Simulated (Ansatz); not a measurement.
`C[O][Zr]([SeH])([SeH])[O]C` at its PBE0-D4/def2-TZVP geometry, where that method's forces vanish. Total charge 0; spin multiplicity 1. Zr takes the def2 core potential.

```xyz
15

C    -0.0201    1.9045   -2.1867
O    -0.3083    0.8303   -1.3473
Zr   -0.4517   -0.6156   -0.1351
Se    0.3895   -2.8318   -1.2104
Se   -2.9899   -0.7092    0.4345
O     0.5944   -0.4420    1.4322
C     1.3247   -0.1276    2.5764
H     0.5967    1.5713   -3.0265
H    -0.9484    2.3286   -2.5797
H     0.5186    2.6848   -1.6410
H    -0.5458   -2.6258   -2.3289
H    -2.7273   -1.8318    1.3506
H     0.6476    0.1124    3.4013
H     1.9444   -0.9804    2.8678
H     1.9756    0.7323    2.3927
```

Question: What forces (eV/Å) does PBE-D4/def2-TZVPP give on these atoms in the Gaussian-basis code of Ansatz? (An estimate is asked.)

Answer: The calculation gave: 
```
C1   0.046  0.131 -0.091
O2  -0.090 -0.055  0.011
Zr3 -0.154 -0.210 -0.046
Se4  0.217 -0.172  0.129
Se5 -0.203  0.191 -0.124
O6  -0.020 -0.095 -0.045
C7   0.087  0.052  0.130
H8   0.133 -0.053 -0.194
H9  -0.192  0.106 -0.097
H10  0.119  0.188  0.098
H11 -0.158  0.041 -0.187
H12  0.050 -0.187  0.154
H13 -0.132  0.054  0.196
H14  0.142 -0.177  0.080
H15  0.154  0.188 -0.015
```
